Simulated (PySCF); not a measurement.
# Spin-rotation constants: `C=CC(=C)[C@H](C)CF`, C₇H₁₁F

Molfile (atoms numbered from 1):
```
C7H11F
     RDKit          3D

 19 18  0  0  0  0  0  0  0  0999 V2000
    2.2017    0.7324   -1.0628 C   0  0  0  0  0  0  0  0  0  0  0  0
    1.6882   -0.4569   -0.7704 C   0  0  0  0  0  0  0  0  0  0  0  0
    0.4613   -0.7367   -0.0305 C   0  0  0  0  0  0  0  0  0  0  0  0
    0.1144   -2.0053    0.1856 C   0  0  0  0  0  0  0  0  0  0  0  0
   -0.3763    0.4333    0.4351 C   0  0  2  0  0  0  0  0  0  0  0  0
   -1.3089    0.1192    1.6027 C   0  0  0  0  0  0  0  0  0  0  0  0
   -1.1856    0.9536   -0.7570 C   0  0  0  0  0  0  0  0  0  0  0  0
   -1.7530    2.1708   -0.4620 F   0  0  0  0  0  0  0  0  0  0  0  0
    3.1209    0.8171   -1.6171 H   0  0  0  0  0  0  0  0  0  0  0  0
    1.7464    1.6635   -0.7724 H   0  0  0  0  0  0  0  0  0  0  0  0
    2.2158   -1.3440   -1.0987 H   0  0  0  0  0  0  0  0  0  0  0  0
    0.7266   -2.8164   -0.1720 H   0  0  0  0  0  0  0  0  0  0  0  0
   -0.7720   -2.2888    0.7225 H   0  0  0  0  0  0  0  0  0  0  0  0
    0.2976    1.2353    0.7530 H   0  0  0  0  0  0  0  0  0  0  0  0
   -0.7449   -0.2764    2.4438 H   0  0  0  0  0  0  0  0  0  0  0  0
   -2.0703   -0.6020    1.3164 H   0  0  0  0  0  0  0  0  0  0  0  0
   -1.8103    1.0317    1.9172 H   0  0  0  0  0  0  0  0  0  0  0  0
   -0.5546    1.1061   -1.6380 H   0  0  0  0  0  0  0  0  0  0  0  0
   -2.0069    0.2728   -1.0028 H   0  0  0  0  0  0  0  0  0  0  0  0
  1  2  2  0
  2  3  1  0
  3  4  2  0
  3  5  1  0
  5  6  1  0
  5  7  1  0
  7  8  1  0
  1  9  1  0
  1 10  1  0
  2 11  1  0
  4 12  1  0
  4 13  1  0
  5 14  1  1
  6 15  1  0
  6 16  1  0
  6 17  1  0
  7 18  1  0
  7 19  1  0
M  END
```

Level of theory: GIAO PBE0/pcSseg-1 magnetisability, rotational g tensor and spin-rotation constants, non-relativistic, gas phase in PySCF 2.14.0. Geometry: GFN2-xTB.

Give the nuclear spin-rotation constants along the inertial axes (H = +C I·J) beside the isotropic shieldings.

Rotational constants 2.5478, 1.5536, 1.1107 GHz. A star marks the isotopologue with that one atom substituted, in its own axes.
```
atom  isotope  Caa (kHz)  Cbb (kHz)  Ccc (kHz)  mean (kHz)  σ (ppm)
  F8      19F      1.319      0.529      0.170       0.672    413.4
  H9       1H     -0.004     -0.016     -0.126      -0.049     26.2
 H10       1H      0.112     -0.130     -0.091      -0.036     26.0
 H11       1H      0.199     -0.147     -0.097      -0.015     25.1
 H12       1H      0.175     -0.151     -0.109      -0.028     26.3
 H13       1H     -0.102      0.040     -0.126      -0.062     26.3
 H14       1H     -0.259     -0.104      0.001      -0.121     28.7
 H15       1H     -0.188     -0.116     -0.057      -0.121     30.6
 H16       1H     -0.280     -0.093     -0.035      -0.136     30.6
 H17       1H      0.010     -0.161     -0.095      -0.082     29.8
 H18       1H     -0.163      0.018     -0.089      -0.078     26.8
 H19       1H     -0.262     -0.067     -0.004      -0.111     27.7
  C1     13C*      1.060      0.477      0.175       0.571     67.5
  C2     13C*      1.234      0.511      0.222       0.655     39.8
  C3     13C*      1.232      0.593      0.201       0.675     33.2
  C4     13C*      1.056      0.514      0.183       0.584     61.5
  C5     13C*      0.440      0.294      0.175       0.303    148.3
  C6     13C*      0.385      0.208      0.152       0.248    169.5
  C7     13C*      0.567      0.423      0.292       0.428     94.8
```
For the geometry as given, no vibrational averaging.

How do the rotational constants and the g tensor change when H9, H10, H11, H12, H13, H14, H15, H16, H17, H18, H19 are replaced by deuterium?

Constants 2.0791, 1.3701, 0.9712 GHz; g -0.0177, -0.0132, -0.0025, against -0.0206, -0.0154, -0.0030 before.
